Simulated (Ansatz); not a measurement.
System: BPH3, charge 0, doublet. BPH3 (SMILES [PH]B, doublet).
B3LYP-D3(BJ)/def2-TZVP minimum from Ansatz (an electronic-structure program):
```xyz
5

B      0.0943    -0.3580    -1.2104
H     -0.6078     0.0790    -2.0676
H      0.8731    -1.2208    -1.4761
P     -0.1324     0.1823     0.5783
H      1.2493     0.1979     0.9212
```
Charge 0, spin multiplicity 2.

Total energies in hartree (Ansatz). Open shells are spin-unrestricted; no spin-orbit coupling. Cores are frozen in correlated methods. No relativity. For partners of very few electrons the exact lower level stands in for a higher one.

```csv
species,HF/cc-pV(T+d)Z,CCSD(T)/cc-pV(T+d)Z,HF/cc-pV(Q+d)Z,CCSD(T)/cc-pV(Q+d)Z,CCSDT(Q)/cc-pV(T+d)Z
"1: BPH3 (SMILES B[PH], doublet)",-367.14503,-367.42510,-367.14992,-367.44409,-367.42701
2: B (doublet),-24.53207,-24.59810,-24.53297,-24.60084,-24.59852
3: H (doublet),-0.49981,-0.49981,-0.49995,-0.49995,-0.49981
4: P (quartet),-340.71631,-340.82157,-340.71872,-340.82830,-340.82249
```

Work out the atomisation energy (electronic, to ground-state atoms) in kcal/mol: take Hartree-Fock from cc-pV(Q+d)Z, extrapolate the CCSD(T) correlation energy as X^-3 (X = 3, 4), and add CCSDT(Q) - CCSD(T) in cc-pV(T+d)Z. 1 hartree = 627.51 kcal/mol.


Species 1: correlation (64·(-0.29417) - 27·(-0.28007))/37 = -0.30446; step -0.00191; E1 = -367.14992 + (-0.30446) + (-0.00191) = -367.45629
Species 2: correlation (64·(-0.06787) - 27·(-0.06603))/37 = -0.06921; step -0.00042; E2 = -24.53297 + (-0.06921) + (-0.00042) = -24.60260
Species 3: correlation (64·(0.00000) - 27·(0.00000))/37 = 0.00000; step +0.00000; E3 = -0.49995 + (0.00000) + (+0.00000) = -0.49995
Species 4: correlation (64·(-0.10958) - 27·(-0.10526))/37 = -0.11273; step -0.00092; E4 = -340.71872 + (-0.11273) + (-0.00092) = -340.83237
-1·E1 +1·E2 +3·E3 +1·E4 = 0.52147 hartree = 327.2 kcal/mol.
